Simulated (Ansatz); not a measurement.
Ideal-gas functions of COSe, SMILES `O=C=[Se]` at 298.15 K and 1 bar, from an Ansatz frequency run at PBE0-D4/def2-TZVP.

Molar mass 106.97 g/mol, point group C∞v (symmetry number 1), electronic degeneracy 1, moments of inertia 124.512 u Å². Harmonic wavenumbers (cm⁻¹, unscaled): 483, 483, 677, 2122.

Use S(trans) = R[1.5 ln M + 2.5 ln T − 1.1517]; rotational temperatures θ = 24.2544 K / I; S(rot) = R[ln(T/σθ) + 1]; for each mode x = 1.438777 ν̃/T, S = R[x/(eˣ − 1) − ln(1 − e⁻ˣ)] and H = RT x/(eˣ − 1); 1 cm⁻¹ = 0.0119627 kJ/mol; R = 8.31446 J/(mol·K).

Q: By hand: the entropy, in J/(mol·K).

A: Translation 167.1. Rotation: θ = 0.1948 K, giving 69.3. Vibration, mode by mode: 2.94, 2.94, 1.40, 0.00, in all 7.3. Electronic 0.0. Sum 243.7 J/(mol·K).

Q: By hand: H − E and G − E in kJ/mol, counted from the electronic energy.

A: Zero-point energy ½ × 3765 × 0.0119627 = 22.5; thermal vibration 1.6; translation, rotation and pV give 3.5 RT = 8.7. H − E = 32.8 kJ/mol, and G − E = 32.8 − 298.15 × 243.7/1000 = -39.9 kJ/mol.

Vibration gives 3 % of the entropy.
